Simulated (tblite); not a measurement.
C3H6BF5Si.
Numbering: `[F:1][B:2]([F:3])[CH2:4][CH2:5][SiH2:6][C:7]([F:8])([F:9])[F:10]` (hydrogens: H11, H12 on C4; H13, H14 on C5; H15, H16 on Si6)

Computed with GFN2-xTB (tblite), gas phase: L-BFGS steps from a force-field or distance-geometry start until the largest atomic force falls under 0.01 eV/Å.

Geometry at step 5:
```
atom  x, y, z in Å
F1     -3.2168   -1.2308    0.8366
B2     -2.9304   -0.1584    0.1289
F3     -3.8532    0.7794    0.1297
C4     -1.5771   -0.0029   -0.6348
C5     -0.3711   -0.0574    0.3166
Si6     1.2021    0.1343   -0.6935
C7      2.6740    0.0656    0.5554
F8      2.6227    1.0448    1.4811
F9      2.7244   -1.0940    1.2412
F10     3.8666    0.1911   -0.0565
H11    -1.5518    0.9317   -1.1865
H12    -1.4736   -0.8029   -1.3656
H13    -0.3644   -1.0003    0.8662
H14    -0.4402    0.7456    1.0527
H15     1.3991   -0.9786   -1.6102
H16     1.2822    1.4418   -1.3278
```

Question: What forces act on the atoms?

Answer: 
```json
{"atom": "F1", "Fx (eV/Å)": "-0.112", "Fy (eV/Å)": "0.076", "Fz (eV/Å)": "0.029"}
{"atom": "B2", "Fx (eV/Å)": "-0.267", "Fy (eV/Å)": "-0.046", "Fz (eV/Å)": "0.154"}
{"atom": "F3", "Fx (eV/Å)": "-0.118", "Fy (eV/Å)": "-0.076", "Fz (eV/Å)": "0.095"}
{"atom": "C4", "Fx (eV/Å)": "0.124", "Fy (eV/Å)": "0.009", "Fz (eV/Å)": "-0.092"}
{"atom": "C5", "Fx (eV/Å)": "0.101", "Fy (eV/Å)": "-0.001", "Fz (eV/Å)": "0.055"}
{"atom": "Si6", "Fx (eV/Å)": "0.045", "Fy (eV/Å)": "0.015", "Fz (eV/Å)": "-0.120"}
{"atom": "C7", "Fx (eV/Å)": "0.151", "Fy (eV/Å)": "-0.009", "Fz (eV/Å)": "0.096"}
{"atom": "F8", "Fx (eV/Å)": "0.006", "Fy (eV/Å)": "0.002", "Fz (eV/Å)": "0.002"}
{"atom": "F9", "Fx (eV/Å)": "0.013", "Fy (eV/Å)": "-0.003", "Fz (eV/Å)": "0.006"}
{"atom": "F10", "Fx (eV/Å)": "0.062", "Fy (eV/Å)": "0.001", "Fz (eV/Å)": "0.015"}
{"atom": "H11", "Fx (eV/Å)": "-0.005", "Fy (eV/Å)": "0.117", "Fz (eV/Å)": "-0.081"}
{"atom": "H12", "Fx (eV/Å)": "0.027", "Fy (eV/Å)": "-0.085", "Fz (eV/Å)": "-0.071"}
{"atom": "H13", "Fx (eV/Å)": "-0.113", "Fy (eV/Å)": "0.014", "Fz (eV/Å)": "0.034"}
{"atom": "H14", "Fx (eV/Å)": "-0.104", "Fy (eV/Å)": "-0.037", "Fz (eV/Å)": "0.052"}
{"atom": "H15", "Fx (eV/Å)": "0.100", "Fy (eV/Å)": "-0.093", "Fz (eV/Å)": "-0.098"}
{"atom": "H16", "Fx (eV/Å)": "0.088", "Fy (eV/Å)": "0.116", "Fz (eV/Å)": "-0.077"}
```

The largest, 0.31 eV/Å, acts on B2; the rms over all components is 0.086 eV/Å. The forces sum to zero within rounding, as they must for an isolated molecule in no field.

Question: Give the force on B2 in Eh/bohr and in nN.

Answer: 0.312 eV/Å ÷ 51.422 = 0.00606 Eh/bohr, and 0.312 eV/Å × 1.602 = 0.50 nN.

Question: How far is this geometry from the end of the optimisation?

Answer: 0.050 eV above it, and 0.406 Å rms away after alignment. The bonds farthest from their final lengths, with half the difference of the two atoms' forces along the bond (positive lengthens):

| bond | now (Å) | final (Å) | force along bond (eV/Å) |
| --- | --- | --- | --- |
| B2–C4 | 1.562 | 1.581 | +0.23 |
| Si6–C7 | 1.932 | 1.948 | +0.11 |
| C5–Si6 | 1.879 | 1.895 | +0.02 |
| C4–H11 | 1.086 | 1.093 | +0.04 |
| Si6–H15 | 1.455 | 1.463 | +0.04 |
| Si6–H16 | 1.455 | 1.463 | +0.04 |

The angle farthest from its final value is C4–C5–Si6, 108.7° against 112.7°.

Of the 3 listed bonds off by 0.010 Å or more, this force points towards the final length in 3.

The cost below is that of the whole relaxation. The run took 1.7 s on one thread of an Arm Neoverse N1, shared host.
